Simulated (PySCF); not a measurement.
## Trend along the fifth-period p block: MBr anions

PBE with triple-zeta basis sets in PySCF, for the lowest determinant that a PBE0 search found; no spin–orbit coupling. De refers to high-spin ground-configuration atoms (the charge goes to the atom of lower measured ionisation energy or higher electron affinity, which is not always the lowest computed limit). A positive dipole points towards Br; it is taken about the centre of mass and depends on that origin.

```json
{"M": "In", "basis": "def2-TZVPPD", "charged atom": "Br−", "state (unpaired electrons)": "doublet (π ↑)", "Re (Å)": "2.793", "ωe (cm⁻¹)": "141", "De (eV)": "1.22", "μ (D)": "-0.50"}
{"M": "Sn", "basis": "def2-TZVPPD", "charged atom": "Br−", "state (unpaired electrons)": "triplet (π ↑↑)", "Re (Å)": "2.731", "ωe (cm⁻¹)": "164", "De (eV)": "1.69", "μ (D)": "-0.43"}
{"M": "Sb", "basis": "def2-TZVPPD", "charged atom": "Br−", "state (unpaired electrons)": "doublet (π ↑)", "Re (Å)": "2.660", "ωe (cm⁻¹)": "191", "De (eV)": "0.85", "μ (D)": "0.22"}
```

The shortest bond is that of SbBr⁻ (2.660 Å), the longest that of InBr⁻ (2.793 Å). SnBr⁻ is bound most strongly (1.69 eV) and SbBr⁻ least (0.85 eV).

The state changes along the series, so neighbouring rows are not always alike in their bonding.

These are scalar-relativistic numbers at best; spin–orbit coupling would shift them, the dissociation energy most. For an ion De counts to the pair picked by the measured ionisation energies or electron affinities, which need not be the lowest pair at this level. The highest Kohn–Sham level is positive in some of these anions. Much of that is self-interaction error, but it also means that the finite basis helps to hold the extra electron. States were picked by a PBE0 search and need not be the measured ground states.
